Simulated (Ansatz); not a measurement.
Basis-set series for CH$_{4}$AlI. The species carries charge 0 and has multiplicity 1. I: def2 effective core potential. The bonds changed during the relaxation, so this is another structure than the one it started from. All single points use the PBE0-D4/def2-TZVP geometry.

```xyz
7

Al   -0.604   -0.538   -0.707
C     0.256    0.245    0.873
I     1.538    1.303   -0.564
H    -1.871    0.203   -1.298
H    -0.049   -1.921   -1.239
H     0.948   -0.327    1.487
H    -0.220    1.035    1.448
```

```
functional       basis  functions  energy (Eh)  HOMO (eV)  LUMO (eV)
   PBE0-D4  def2-TZVPP        179   -580.51134      -7.73      -1.46
   PBE0-D4  def2-QZVPP        329   -580.52266      -7.73      -1.51
   ωB97M-V  def2-TZVPP        179   -580.59655      -9.84       0.37
   ωB97M-V  def2-QZVPP        329   -580.60762      -9.84       0.16
```

(1) Give the rows for def2-SVP. (Best estimate.)

Results:

(1) Ansatz gave: 
```json
{"functional": "PBE0-D4", "basis": "def2-SVP", "functions": "78", "energy (Eh)": "-580.36897", "HOMO (eV)": "-7.74", "LUMO (eV)": "-1.36"}
{"functional": "ωB97M-V", "basis": "def2-SVP", "functions": "78", "energy (Eh)": "-580.45040", "HOMO (eV)": "-9.83", "LUMO (eV)": "0.61"}
```

Positive LUMOs are unbound and depend on the basis.
